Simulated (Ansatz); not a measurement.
Ansatz (a first-principles code) input (B3LYP-D3(BJ)/def2-TZVP):

Ansatz 0.2 input:
```yaml
crystal:
  periodic: [false, false, false]
  atoms:
    - {symbol: Al, position_ang: [-0.00000000, -0.00000000, -1.10003188]}
    - {symbol: O, position_ang: [-0.00000000, -0.00000000, -2.80814738]}
    - {symbol: Br, position_ang: [0.00000000, 0.00000000, 1.05044553]}
basis:
  gaussian:
    orbitals: def2-TZVP
hamiltonian:
  xc: b3lyp
  dispersion: d3bj
total_charge: 1
magnetization: {spin_polarized: true, initial_magnetization: 1}
phonons: {temperatures: {t_min: 298.15, t_max: 298.15, t_step: 100}}
```

Output:

```
Functional definition: B3LYP
integrals: 0.04 GiB planned
823 factors; their error is unknown
mean field: 0.55 GiB planned
mean field evaluation 1: about -78655.4762 eV, gradient 8.0e1 eV
mean field evaluation 2: about -78382.7650 eV, gradient 1.5e2 eV
mean field evaluation 4: about -78676.6318 eV, gradient 3.8e1 eV
mean field evaluation 8: about -78683.7804 eV, gradient 1.9e0 eV
mean field evaluation 16: about -78684.1594 eV, gradient 2.3e-3 eV
mean field evaluation 32: about -78684.1594 eV, gradient 2.0e-5 eV
mean field -78684.15938559 eV, -2891.5895233818 hartree, gradient 4.2e-5 eV, S^2 0.753772; 1 other end points of the search recorded, 0 dependent functions left out
the calculation of the forces begins
reference -78684.15958967 eV, -2891.5895308813 hartree; 28, 27 occupied and 88, 89 virtual orbitals, 823 factors
these checks for a lower state are left out or cut short: stability, starts, cluster_reference, orbital_swaps, neighbouring_geometries, increment
integrals: 0.04 GiB planned
823 factors; their error is unknown
mean field: 0.55 GiB planned
mean field -78684.15938201 eV, -2891.5895232499 hartree, gradient 2.0e-6 eV, S^2 0.753772; 0 other end points of the search recorded, 0 dependent functions left out
the calculation of the forces begins
reference -78684.15958608 eV, -2891.5895307494 hartree; 28, 27 occupied and 88, 89 virtual orbitals, 823 factors
these checks for a lower state are left out or cut short: stability, starts, cluster_reference, orbital_swaps, neighbouring_geometries, increment
integrals: 0.04 GiB planned
823 factors; their error is unknown
mean field: 0.55 GiB planned
mean field -78684.15938201 eV, -2891.5895232499 hartree, gradient 2.0e-6 eV, S^2 0.753772; 0 other end points of the search recorded, 0 dependent functions left out
the calculation of the forces begins
reference -78684.15958608 eV, -2891.5895307494 hartree; 28, 27 occupied and 88, 89 virtual orbitals, 823 factors
these checks for a lower state are left out or cut short: stability, starts, cluster_reference, orbital_swaps, neighbouring_geometries, increment
integrals: 0.04 GiB planned
823 factors; their error is unknown
mean field: 0.55 GiB planned
mean field -78684.15938149 eV, -2891.5895232311 hartree, gradient 2.3e-6 eV, S^2 0.753772; 0 other end points of the search recorded, 0 dependent functions left out
the calculation of the forces begins
reference -78684.15958557 eV, -2891.5895307306 hartree; 28, 27 occupied and 88, 89 virtual orbitals, 823 factors
these checks for a lower state are left out or cut short: stability, starts, cluster_reference, orbital_swaps, neighbouring_geometries, increment
integrals: 0.04 GiB planned
823 factors; their error is unknown
mean field: 0.55 GiB planned
mean field evaluation 64: about -78684.1594 eV, gradient 5.4e-5 eV
mean field -78684.15938149 eV, -2891.5895232311 hartree, gradient 2.3e-6 eV, S^2 0.753772; 0 other end points of the search recorded, 0 dependent functions left out
the calculation of the forces begins
reference -78684.15958557 eV, -2891.5895307306 hartree; 28, 27 occupied and 88, 89 virtual orbitals, 823 factors
these checks for a lower state are left out or cut short: stability, starts, cluster_reference, orbital_swaps, neighbouring_geometries, increment
integrals: 0.04 GiB planned
823 factors; their error is unknown
mean field: 0.55 GiB planned
mean field -78684.15923587 eV, -2891.5895178794 hartree, gradient 2.3e-6 eV, S^2 0.753784; 0 other end points of the search recorded, 0 dependent functions left out
the calculation of the forces begins
reference -78684.15943993 eV, -2891.5895253784 hartree; 28, 27 occupied and 88, 89 virtual orbitals, 823 factors
these checks for a lower state are left out or cut short: stability, starts, cluster_reference, orbital_swaps, neighbouring_geometries, increment
integrals: 0.04 GiB planned
823 factors; their error is unknown
mean field: 0.55 GiB planned
mean field -78684.15924911 eV, -2891.5895183660 hartree, gradient 2.3e-6 eV, S^2 0.753759; 0 other end points of the search recorded, 0 dependent functions left out
the calculation of the forces begins
reference -78684.15945319 eV, -2891.5895258660 hartree; 28, 27 occupied and 88, 89 virtual orbitals, 823 factors
these checks for a lower state are left out or cut short: stability, starts, cluster_reference, orbital_swaps, neighbouring_geometries, increment
integrals: 0.04 GiB planned
823 factors; their error is unknown
mean field: 0.55 GiB planned
mean field -78684.15938449 eV, -2891.5895233412 hartree, gradient 1.9e-6 eV, S^2 0.753772; 0 other end points of the search recorded, 0 dependent functions left out
the calculation of the forces begins
reference -78684.15958856 eV, -2891.5895308407 hartree; 28, 27 occupied and 88, 89 virtual orbitals, 823 factors
these checks for a lower state are left out or cut short: stability, starts, cluster_reference, orbital_swaps, neighbouring_geometries, increment
integrals: 0.04 GiB planned
823 factors; their error is unknown
mean field: 0.55 GiB planned
mean field evaluation 96: about -78684.1594 eV, gradient 5.7e-5 eV
mean field -78684.15938449 eV, -2891.5895233412 hartree, gradient 1.9e-6 eV, S^2 0.753772; 0 other end points of the search recorded, 0 dependent functions left out
the calculation of the forces begins
reference -78684.15958856 eV, -2891.5895308407 hartree; 28, 27 occupied and 88, 89 virtual orbitals, 823 factors
these checks for a lower state are left out or cut short: stability, starts, cluster_reference, orbital_swaps, neighbouring_geometries, increment
integrals: 0.04 GiB planned
823 factors; their error is unknown
mean field: 0.55 GiB planned
mean field -78684.15938433 eV, -2891.5895233354 hartree, gradient 2.3e-6 eV, S^2 0.753772; 0 other end points of the search recorded, 0 dependent functions left out
the calculation of the forces begins
reference -78684.15958840 eV, -2891.5895308349 hartree; 28, 27 occupied and 88, 89 virtual orbitals, 823 factors
these checks for a lower state are left out or cut short: stability, starts, cluster_reference, orbital_swaps, neighbouring_geometries, increment
integrals: 0.04 GiB planned
823 factors; their error is unknown
mean field: 0.55 GiB planned
mean field -78684.15938433 eV, -2891.5895233354 hartree, gradient 2.3e-6 eV, S^2 0.753772; 0 other end points of the search recorded, 0 dependent functions left out
the calculation of the forces begins
reference -78684.15958840 eV, -2891.5895308349 hartree; 28, 27 occupied and 88, 89 virtual orbitals, 823 factors
these checks for a lower state are left out or cut short: stability, starts, cluster_reference, orbital_swaps, neighbouring_geometries, increment
integrals: 0.04 GiB planned
823 factors; their error is unknown
mean field: 0.55 GiB planned
mean field -78684.15926374 eV, -2891.5895189037 hartree, gradient 2.3e-6 eV, S^2 0.753755; 0 other end points of the search recorded, 0 dependent functions left out
the calculation of the forces begins
reference -78684.15946780 eV, -2891.5895264026 hartree; 28, 27 occupied and 88, 89 virtual orbitals, 823 factors
these checks for a lower state are left out or cut short: stability, starts, cluster_reference, orbital_swaps, neighbouring_geometries, increment
integrals: 0.04 GiB planned
823 factors; their error is unknown
mean field: 0.55 GiB planned
mean field evaluation 128: about -78684.1593 eV, gradient 5.4e-5 eV
mean field -78684.15933762 eV, -2891.5895216189 hartree, gradient 2.3e-6 eV, S^2 0.753789; 0 other end points of the search recorded, 0 dependent functions left out
the calculation of the forces begins
reference -78684.15954171 eV, -2891.5895291190 hartree; 28, 27 occupied and 88, 89 virtual orbitals, 823 factors
these checks for a lower state are left out or cut short: stability, starts, cluster_reference, orbital_swaps, neighbouring_geometries, increment
integrals: 0.04 GiB planned
823 factors; their error is unknown
mean field: 0.55 GiB planned
mean field -78684.15938491 eV, -2891.5895233565 hartree, gradient 3.0e-6 eV, S^2 0.753772; 0 other end points of the search recorded, 0 dependent functions left out
the calculation of the forces begins
reference -78684.15958898 eV, -2891.5895308560 hartree; 28, 27 occupied and 88, 89 virtual orbitals, 823 factors
these checks for a lower state are left out or cut short: stability, starts, cluster_reference, orbital_swaps, neighbouring_geometries, increment
integrals: 0.04 GiB planned
823 factors; their error is unknown
mean field: 0.55 GiB planned
mean field -78684.15938491 eV, -2891.5895233565 hartree, gradient 1.5e-6 eV, S^2 0.753772; 0 other end points of the search recorded, 0 dependent functions left out
the calculation of the forces begins
reference -78684.15958898 eV, -2891.5895308560 hartree; 28, 27 occupied and 88, 89 virtual orbitals, 823 factors
these checks for a lower state are left out or cut short: stability, starts, cluster_reference, orbital_swaps, neighbouring_geometries, increment
integrals: 0.04 GiB planned
823 factors; their error is unknown
mean field: 0.55 GiB planned
mean field -78684.15938481 eV, -2891.5895233528 hartree, gradient 2.3e-6 eV, S^2 0.753772; 0 other end points of the search recorded, 0 dependent functions left out
the calculation of the forces begins
reference -78684.15958888 eV, -2891.5895308523 hartree; 28, 27 occupied and 88, 89 virtual orbitals, 823 factors
these checks for a lower state are left out or cut short: stability, starts, cluster_reference, orbital_swaps, neighbouring_geometries, increment
integrals: 0.04 GiB planned
823 factors; their error is unknown
mean field: 0.55 GiB planned
mean field evaluation 160: about -78684.1594 eV, gradient 5.4e-5 eV
mean field -78684.15938481 eV, -2891.5895233528 hartree, gradient 2.3e-6 eV, S^2 0.753772; 0 other end points of the search recorded, 0 dependent functions left out
the calculation of the forces begins
reference -78684.15958888 eV, -2891.5895308523 hartree; 28, 27 occupied and 88, 89 virtual orbitals, 823 factors
these checks for a lower state are left out or cut short: stability, starts, cluster_reference, orbital_swaps, neighbouring_geometries, increment
integrals: 0.04 GiB planned
823 factors; their error is unknown
mean field: 0.55 GiB planned
mean field -78684.15937012 eV, -2891.5895228131 hartree, gradient 2.3e-6 eV, S^2 0.753777; 0 other end points of the search recorded, 0 dependent functions left out
the calculation of the forces begins
reference -78684.15957422 eV, -2891.5895303136 hartree; 28, 27 occupied and 88, 89 virtual orbitals, 823 factors
these checks for a lower state are left out or cut short: stability, starts, cluster_reference, orbital_swaps, neighbouring_geometries, increment
integrals: 0.04 GiB planned
823 factors; their error is unknown
mean field: 0.55 GiB planned
mean field -78684.15928302 eV, -2891.5895196121 hartree, gradient 2.3e-6 eV, S^2 0.753767; 0 other end points of the search recorded, 0 dependent functions left out
the calculation of the forces begins
reference -78684.15948706 eV, -2891.5895271106 hartree; 28, 27 occupied and 88, 89 virtual orbitals, 823 factors
Total energy: -78684.27524629 eV, -2891.5937811839 hartree
Atom 0 at    -0.000000    -0.000000    -1.100032 Å, force    -0.000000    -0.000000    -0.001053 eV/Å
Atom 1 at    -0.000000    -0.000000    -2.808147 Å, force    -0.000000     0.000000    -0.000644 eV/Å
Atom 2 at     0.000000     0.000000     1.050446 Å, force    -0.000000    -0.000000     0.001697 eV/Å
Dipole moment:    -0.000000    -0.000000    -0.523481 e Å
Vibrations: 135.73 145.07 405.04 907.45 cm⁻¹, zero-point energy 0.098771 eV
```
